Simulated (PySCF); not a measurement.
Vertical excitations of a molecule C4H12Si2 from PySCF 2.14.0 with TDA-LC-ωPBE/def2-SVPD, as energy in eV (oscillator strength): 7.14 (0.061), 7.28 (0.041), 8.01 (0.000), 8.04 (0.107), 8.24 (0.340), 8.32 (0.022). Lowest triplet (TDA): 6.19 eV. The structure is a stationary point at TPSSh-D3(BJ)/def2-SVP. One conformer was computed; it need not be the lowest.

### Question
Pick the molecule that these values belong to.
A) C[Si@H]1C[Si@@H](C)C1
B) C[C@H]1C[C@@H]([SiH3])[SiH2]1
C) C1CC[SiH2][SiH2]C1
D) CC1C[SiH2][SiH2]C1

### Answer
C, C1CC[SiH2][SiH2]C1
